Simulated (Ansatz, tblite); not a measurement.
Removing and adding an electron: Si14H20, a nanocrystal cut from cubic silicon. Total charge 0; singlet. Geometry: PBE-D4/def2-SVP. Ansatz, gas phase; energy differences of separate SCF runs; the oxidised species was run as a doublet alone; the reduced species was run as a doublet alone.

```xyz
34

Si    1.997    0.619    2.850
Si   -3.375   -0.011   -1.038
Si   -0.841   -1.539    1.409
Si   -0.543    2.150    0.397
Si    3.091    1.553   -0.718
Si    0.250   -0.608   -2.151
Si    2.791   -2.147    0.292
Si   -2.791    2.147   -0.295
Si   -0.250    0.613    2.153
Si    3.375    0.009    1.039
Si   -3.091   -1.555    0.719
Si   -1.997   -0.622   -2.848
Si    0.541   -2.146   -0.395
Si    0.842    1.544   -1.406
H     2.181   -0.356    3.987
H     2.375    1.996    3.340
H    -4.820   -0.016   -1.482
H    -0.638   -2.524    2.537
H    -0.150    3.528    0.878
H     3.476    2.937   -0.253
H     3.981    1.179   -1.879
H     1.153   -0.996   -3.300
H     2.984   -3.147    1.407
H     3.676   -2.547   -0.863
H    -3.680    2.551    0.856
H    -2.981    3.142   -1.414
H    -1.151    1.001    3.303
H     4.820    0.014    1.483
H    -3.984   -1.185    1.878
H    -3.469   -2.939    0.251
H    -2.370   -2.001   -3.334
H    -2.185    0.350   -3.988
H     0.144   -3.523   -0.877
H     0.640    2.529   -2.535
```

The xTB rows come from tblite. Single mean-field runs in def2-TZVP are fitted with def2-universal-jkfit. HOMO above LUMO, or a gap near zero within one spin, warns that the state may not be the lowest or that an electron is smeared out.

```
                level  −HOMO (eV)  vertical IE (eV)  −LUMO (eV)  vertical EA (eV)  HOMO–LUMO gap (eV)  IE − EA (eV)                                                                   remarks
             GFN1-xTB       11.30             12.65        8.38              6.84                2.92          5.80                                                                         –
LDA (SPW92)/def2-TZVP        6.38              8.02        2.18              0.60                4.20          7.41  HOMO above zero (-1 doublet), gap within one spin near zero (-1 doublet)
    PBE0-D4/def2-TZVP        7.28              8.47        1.35              0.40                5.93          8.08                                              HOMO above zero (-1 doublet)
```

(1) Estimate the rows for GFN2-xTB, PBE-D4/def2-TZVP.

Results:

(1) 
```tsv
level	−HOMO (eV)	vertical IE (eV)	−LUMO (eV)	vertical EA (eV)	HOMO–LUMO gap (eV)	IE − EA (eV)	remarks
GFN2-xTB	8.96	10.48	5.90	4.29	3.06	6.18	–
PBE-D4/def2-TZVP	6.32	8.02	2.06	0.61	4.26	7.42	HOMO above zero (-1 doublet), gap within one spin near zero (-1 doublet)
```

   A HOMO above zero means that the electron is unbound at that level or that self-interaction error raises the level; the energy of removing that electron tells which. Raw xTB energy differences between charge states are shifted by several eV; the methods need an empirical correction for them. Sets without diffuse functions give affinities that are too small.
